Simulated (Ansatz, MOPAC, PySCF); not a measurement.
Breaking a bond: trisilylamine, SMILES [SiH3]N([SiH3])[SiH3]. The N1–Si10 bond (N1 also carries Si, Si; Si10 carries H, H, H) is stretched with both fragments frozen at the PBE0/def2-SVP optimised geometry.

Levels: UHF/6-31G* = unrestricted Hartree-Fock/6-31G*, spherical d (PySCF 2.14.0); UHF/3-21G = unrestricted Hartree-Fock/3-21G in PySCF; PM7, restricted, heats of formation (MOPAC); UKS-PBE0 = unrestricted PBE0/def2-SVP (Ansatz, a quantum-chemistry and plane-wave program).

Energies relative to the lowest point of each curve near equilibrium, in kcal/mol; the last columns give the difference from UKS-PBE0:

```tsv
R / Å	UHF/6-31G*	UHF/3-21G	PM7	UKS-PBE0	UHF/6-31G* − UKS-PBE0	UHF/3-21G − UKS-PBE0	PM7 − UKS-PBE0
1.46	42.4	52.8	57.8	43.8	-1.4	9.0	14.0
1.53	21.3	28.0	34.5	22.6	-1.2	5.5	11.9
1.66	2.7	4.8	9.0	3.4	-0.6	1.4	5.6
1.69	1.1	2.4	5.7	1.6	-0.5	0.8	4.1
1.76	0.0	0.0	1.1	0.0	0.0	0.0	1.1
1.82	1.4	0.7	0.0	1.0	0.4	-0.3	-1.0
1.90	5.6	4.4	1.7	4.6	1.0	-0.1	-2.9
1.97	10.9	9.6	5.6	9.3	1.6	0.3	-3.7
2.15	28.0	27.5	21.7	24.9	3.1	2.5	-3.2
2.31	44.9	45.5	39.5	40.3	4.6	5.2	-0.8
2.58	72.3	74.4	69.2	65.1	7.2	9.3	4.1
2.89	87.2	89.9	97.3	88.9	-1.7	1.0	8.4
3.26	87.0	91.5	121.2	103.4	-16.5	-11.9	17.8
3.66	—	90.6	137.7	106.3	—	-15.7	31.4
4.31	—	90.7	152.3	107.0	—	-16.2	45.3
5.08	—	91.0	162.0	107.3	—	-16.3	54.7
```

UHF/6-31G* is furthest from UKS-PBE0 at 3.26 (-16.5 kcal/mol, below); its mean absolute difference over the points is 3.1 kcal/mol.

UHF/3-21G is furthest from UKS-PBE0 at 5.08 (-16.3 kcal/mol, below); its mean absolute difference over the points is 6.0 kcal/mol.

PM7 is furthest from UKS-PBE0 at 5.08 (54.7 kcal/mol, above); its mean absolute difference over the points is 13.1 kcal/mol.

A dash means that the run gave no value there, or that the column was ended at a point which the program doubted or which failed a test of continuity chosen for this set; such a test can also cut sound points.

The unrestricted determinant behind UHF/6-31G*, UHF/3-21G is spin-contaminated at 2.58 to 5.08 Å (<S²> up to 1.0, against 0.00 for a pure singlet). The restricted form behind PM7 keeps the bonding electrons paired and can't separate into open-shell fragments. The unrestricted determinant behind UKS-PBE0 is spin-contaminated at 2.89 to 5.08 Å (<S²> up to 1.0, against 0.00 for a pure singlet).
